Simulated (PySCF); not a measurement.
# Predicted spectroscopic data

- geometry: GFN2-xTB
- GIAO PBE0/pcSseg-1 shieldings
- run in PySCF 2.14
- in vacuum, non-relativistic, equivalent nuclei averaged, one computed conformer

References, each an isolated molecule treated in the same way: 1H (31.72 ppm) and 13C (186.93 ppm) vs TMS. Splittings of carbon signals by F and P are missing where no couplings were computed. Where no couplings were computed, multiplicities follow the n + 1 count of equivalent neighbours, and m marks all less simple cases (inequivalent or close neighbours, rings, F or P nearby). Shifts are as computed. Against solution values, carbons near 30 ppm lie about +3 ppm off and those near 130 ppm about +5 ppm (rms about the fit 2.1 ppm; single classes can miss by 10 ppm). Of 1328 compounds with measured shifts, 309 miss one by over three times the rms of a fit or turn the order of signals round; such compounds aren't used in these exercises. Signals without a measured value on file couldn't be tested in this way; 1H shifts scatter by 0.2 ppm about their fit, and single ones miss by 0.5 ppm. OH and NH positions are gas-phase values without hydrogen bonding to other molecules.

**1.** `InChI=1S/CH8F3NSi3/c2-1(3,4)8(5,6)7/h5H2,6-7H3`. 1H NMR (500 MHz, computed): δ 3.64 (s, 6H), 0.06 (br s, 2H). 13C{1H} NMR (computed): δ 142.9.

**2.** `[H]/N=C\C=C\CC(F)(F)F`, C$_{5}$H$_{6}$F$_{3}$N. 1H NMR (500 MHz, computed): δ 10.94 (br s, 1H), 8.17 (d, 1H), 6.31 (m, 1H), 5.98 (m, 1H), 2.94 (m, 2H). 13C{1H} NMR (computed): δ 171.7 (CH), 144.6 (CH), 139.7 (CH), 134.5 (C), 43.8 (CH2).

**3.** `C/C=N/C=C\C(F)(F)F`, C$_{5}$H$_{6}$F$_{3}$N. 1H NMR (500 MHz, computed): δ 7.87 (q, 1H), 7.38 (m, 1H), 4.71 (m, 1H), 2.24 (d, 3H). 13C{1H} NMR (computed): δ 164.3 (CH), 151.4 (CH), 133.9 (C), 98.0 (CH), 28.0 (CH3).
